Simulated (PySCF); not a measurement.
## Electron correlation in Ba (barium, neutral)

[Xe] 6s2, closed-shell 1S. Calculation: PySCF 2.14, in def2-QZVPPD with the def2 core potential (46 electrons); a scalar-relativistic core potential. Frozen: nothing; 10 electrons correlated.

| level | correlation energy (mhartree) |
| --- | --- |
| CCSD | -209.66 |
| (T) | -8.05 |
| CCSD(T) | -217.71 |

Diagnostics: T1 = 0.021, D1 = 0.0673, largest double amplitude 0.074.

Problem. Is a single reference adequate?

Solution. Mostly. T1 lies below 0.03, but a double amplitude of this size points to a near-degeneracy that CCSD handles and MP2 describes poorly.

The basis has no tight functions for the innermost shells, so their pair energies are far from complete.

This basis was not built for core-valence correlation, so the inner-shell part is incomplete.
